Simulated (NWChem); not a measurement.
System: C₃H₅BO; SMILES C#CB(C)O

Input file for NWChem:

```
start job
memory heap 200 mb stack 900 mb global 1100 mb
geometry units angstroms noautoz
  B     -0.065261    -0.460567    -0.001159
  C     -0.005876     1.086893     0.000659
  C      0.040049     2.303846     0.002995
  H      0.086379     3.378517     0.005903
  C      1.237267    -1.331487    -0.000854
  H      1.020161    -2.408928    -0.011980
  H      1.850362    -1.099314     0.886181
  H      1.865981    -1.082735    -0.872076
  O     -1.274634    -1.075963    -0.000316
  H     -2.008422    -0.451465     0.000159
end
basis spherical
  * library def2-tzvp
end
dft
  xc pbe0
  iterations 150
  semidirect filesize 400000000
  mulliken
end
task dft energy
```

Parts of the log:

```
             Northwest Computational Chemistry Package (NWChem) 7.3.0
             --------------------------------------------------------

 C1  symmetry detected

                             Geometry "geometry" -> ""
                             -------------------------

 Output coordinates in angstroms (scale by  1.889725989 to convert to a.u.)

  No.       Tag          Charge          X              Y              Z
 ---- ---------------- ---------- -------------- -------------- --------------
    1 B                    5.0000    -0.07275879    -0.45303083    -0.00117945
    2 C                    6.0000     0.01978327     1.09280170    -0.00087000
    3 C                    6.0000     0.09178382     2.30849235     0.00027964
    4 H                    1.0000     0.16113938     3.38192564     0.00214006
    5 C                    6.0000     1.21080127    -1.35167044    -0.00000721
    6 H                    1.0000     0.97064951    -2.42422043    -0.01008526
    7 H                    1.0000     1.82873861    -1.13182768     0.88680928
    8 H                    1.0000     1.84469662    -1.11730238    -0.87146284
    9 O                    8.0000    -1.29504527    -1.04236072     0.00024729
   10 H                    1.0000    -2.01527819    -0.40227688     0.00010316

 Effective nuclear repulsion energy (a.u.)     135.4249709475

                                 NWChem DFT Module
                                 -----------------

 Summary of "ao basis" -> "ao basis" (spherical)
 ------------------------------------------------------------------------------
       Tag                 Description            Shells   Functions and Types
 ---------------- ------------------------------  ------  ---------------------
 B                         def2-tzvp                11       31   5s3p2d1f
 C                         def2-tzvp                11       31   5s3p2d1f
 H                         def2-tzvp                 4        6   3s1p
 O                         def2-tzvp                11       31   5s3p2d1f

            General Information
            -------------------
          SCF calculation type: DFT
          Wavefunction type:  closed shell.
          No. of atoms     :    10
          No. of electrons :    36
           Alpha electrons :    18
            Beta electrons :    18
          Charge           :     0
          Spin multiplicity:     1
          Use of symmetry is: off; symmetry adaption is: off
          Maximum number of iterations: 150
          AO basis - number of functions:   185
                     number of shells:    75
          Convergence on energy requested:  1.00D-06
          Convergence on density requested:  1.00D-05
          Convergence on gradient requested:  5.00D-04

              XC Information
              --------------
                         PBE0 Method XC Functional
                     Hartree-Fock (Exact) Exchange  0.250
          PerdewBurkeErnzerhof Exchange Functional  0.750
            Perdew 1991 LDA Correlation Functional  1.000 local
           PerdewBurkeErnz. Correlation Functional  1.000 non-local

             Grid Information
             ----------------
          Grid used for XC integration:  medium
          Radial quadrature: Mura-Knowles
          Angular quadrature: Lebedev.
          Tag              B.-S. Rad. Rad. Pts. Rad. Cut. Ang. Pts.
          ---              ---------- --------- --------- ---------
          B                   0.85       49          11.0       434
          C                   0.70       49          12.0       434
          H                   0.35       45          14.0       434
          O                   0.60       49          12.0       434
          Grid pruning is: on
          Number of quadrature shells:   470
          Spatial weights used:  Erf1

      Superposition of Atomic Density Guess
      -------------------------------------

 Sum of atomic energies:        -214.83205070

      Non-variational initial energy
      ------------------------------

 Total energy =    -217.327467
 1-e energy   =    -556.905500
 2-e energy   =     204.153062
 HOMO         =      -0.356021
 LUMO         =      -0.030446

------------------------------------------------------------
EAF file 0: "./job.aoints.0" size=466616320 bytes
------------------------------------------------------------
               write      read    awrite     aread      wait
               -----      ----    ------     -----      ----
     calls:      890         0         0         0         0
   data(b): 4.67e+08  0.00e+00  0.00e+00  0.00e+00
   time(s): 0.00e+00  0.00e+00  0.00e+00  0.00e+00  0.00e+00
rate(mb/s): 0.00e+00  0.00e+00
------------------------------------------------------------

     ---------------------------------------------
      Total Density - Mulliken Population Analysis
     ---------------------------------------------

    Atom       Charge   Shell Charges
 -----------   ------   -------------------------------------------------------
    1 B    5     4.39   0.92  1.06  0.53  0.39  0.04  0.74  0.45  0.05  0.07  0.11  0.03
    2 C    6     6.40   0.86  1.12  0.61  0.53  0.16  1.23  1.42  0.41  0.01  0.05  0.01
    3 C    6     6.08   0.86  1.12  0.61  0.43  0.09  1.15  1.34  0.42  0.01  0.02  0.01
    4 H    1     0.75   0.22  0.42  0.10  0.02
    5 C    6     6.72   0.86  1.12  0.56  0.69  0.12  1.32  1.53  0.50  0.01  0.01  0.00
    6 H    1     0.82   0.24  0.44  0.13  0.02
    7 H    1     0.80   0.23  0.42  0.12  0.02
    8 H    1     0.80   0.23  0.43  0.12  0.02
    9 O    8     8.69   0.79  1.18  0.60  0.93  0.24  2.01  2.15  0.78  0.00  0.01  0.00
   10 H    1     0.55   0.20  0.26  0.06  0.04

   convergence    iter        energy       DeltaE   RMS-Dens  Diis-err
 ---------------- ----- ----------------- --------- --------- ---------
 d= 0,ls=0.0,diis     1   -217.1489364067 -3.53D+02  5.64D-03  7.54D-01
 d= 0,ls=0.0,diis     2   -217.1471978477  1.74D-03  2.56D-03  8.27D-01
 d= 0,ls=0.0,diis     3   -217.2155764657 -6.84D-02  7.97D-04  1.09D-01
 d= 0,ls=0.0,diis     4   -217.2241228965 -8.55D-03  3.38D-04  1.69D-02
 d= 0,ls=0.0,diis     5   -217.2259277367 -1.80D-03  1.15D-04  2.64D-03
  Resetting Diis
 d= 0,ls=0.0,diis     6   -217.2262417877 -3.14D-04  2.67D-05  8.58D-05
 d= 0,ls=0.0,diis     7   -217.2262519479 -1.02D-05  6.84D-06  1.64D-06
 d= 0,ls=0.0,diis     8   -217.2262519624 -1.45D-08  3.22D-06  1.51D-06

         Total DFT energy =     -217.226251962402
      One electron energy =     -561.797818940620
           Coulomb energy =      239.643780356104
    Exchange-Corr. energy =      -30.497184325400
 Nuclear repulsion energy =      135.424970947514

 Numeric. integr. density =       35.999999226384

                       DFT Final Molecular Orbital Analysis
                       ------------------------------------

 Vector   16  Occ=2.000000D+00  E=-3.469505D-01
              MO Center=  1.6D-01, -8.1D-01, -7.1D-05, r^2= 2.7D+00
   Bfn.  Coefficient  Atom+Function         Bfn.  Coefficient  Atom+Function
  ----- ------------  ---------------      ----- ------------  ---------------
   155      0.226492   9 O  py              105     -0.213829   5 C  px
     7     -0.197273   1 B  py              158      0.186654   9 O  py
   108     -0.165069   5 C  px              106      0.153225   5 C  py
    38      0.152129   2 C  py               36     -0.139060   2 C  s
    41      0.124766   2 C  py              161      0.121538   9 O  py

 Vector   17  Occ=2.000000D+00  E=-3.079252D-01
              MO Center= -1.5D-02,  1.5D+00, -4.1D-04, r^2= 1.9D+00
   Bfn.  Coefficient  Atom+Function         Bfn.  Coefficient  Atom+Function
  ----- ------------  ---------------      ----- ------------  ---------------
    70      0.290828   3 C  pz               39      0.289057   2 C  pz
    42      0.255336   2 C  pz               73      0.246078   3 C  pz
    76      0.142443   3 C  pz              156     -0.122754   9 O  pz
    45      0.115607   2 C  pz              159     -0.105154   9 O  pz
   162     -0.082379   9 O  pz               11      0.033936   1 B  pz

 Vector   18  Occ=2.000000D+00  E=-3.001673D-01
              MO Center=  8.8D-02,  1.5D+00, -3.0D-04, r^2= 2.2D+00
   Bfn.  Coefficient  Atom+Function         Bfn.  Coefficient  Atom+Function
  ----- ------------  ---------------      ----- ------------  ---------------
    68      0.302838   3 C  px               37      0.275654   2 C  px
    71      0.252819   3 C  px               40      0.240888   2 C  px
    74      0.158835   3 C  px               43      0.098316   2 C  px
   106     -0.076562   5 C  py              155      0.065537   9 O  py
   109     -0.057686   5 C  py              105      0.056964   5 C  px

 Vector   19  Occ=0.000000D+00  E=-3.411538D-02
              MO Center= -1.7D-03,  6.7D-01, -1.5D-03, r^2= 3.6D+00
   Bfn.  Coefficient  Atom+Function         Bfn.  Coefficient  Atom+Function
  ----- ------------  ---------------      ----- ------------  ---------------
    76      0.428457   3 C  pz               45     -0.308598   2 C  pz
    11     -0.304876   1 B  pz                8     -0.281946   1 B  pz
    70      0.246716   3 C  pz               73      0.203288   3 C  pz
    14     -0.199088   1 B  pz              162      0.197989   9 O  pz
   156      0.166537   9 O  pz              139      0.145956   7 H  s

[...]
```

Level: PBE0/def2-TZVP. Geometry: optimised at PBE0/def2-SVP.
